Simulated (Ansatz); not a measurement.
Consider the cleavage of the Al–Si bond: `[F][Al]([SiH3])[Cl]` + H₂S → `[F][Al]([SH])[Cl]` + SiH₄.

Isolated molecules relaxed with PBE0-D4/def2-TZVP in Ansatz; ΔE leaves out vibrations. CBS: MP2 limit from def2 TZ/QZ plus the TZ coupled-cluster correction, frozen cores. This one scheme is used for every species. DFT in def2-TZVPP. One conformer a species, not always the lowest.

**Question.** Is it downhill or uphill in electronic energy at CCSD(T)/CBS, and by how much? (Best estimate.)

**Answer.** Ansatz gave: Downhill: ΔE = -24.0 kcal/mol.

**Question.** What do these levels give: PBE-D4, BHLYP-D4, PBE, revPBE, MP2/def2-SVP, HF/def2-TZVPP? (Estimate.)

**Answer.** Computed: PBE-D4 -20.8, BHLYP-D4 -24.7, PBE -20.6, revPBE -20.5, MP2/def2-SVP -25.9, HF/def2-TZVPP -26.1 kcal/mol.

Largest T1 diagnostic among the species: 0.012.

From BLYP to BHLYP (50 % exact exchange), in def2-TZVPP and without D4, ΔE moves by −2.4 kcal/mol. Leaving LDA and LC-ωPBE aside and taking each functional with its dispersion term where it has one, the values spread over 3.9 kcal/mol, from BHLYP-D4 to PBE-D4.
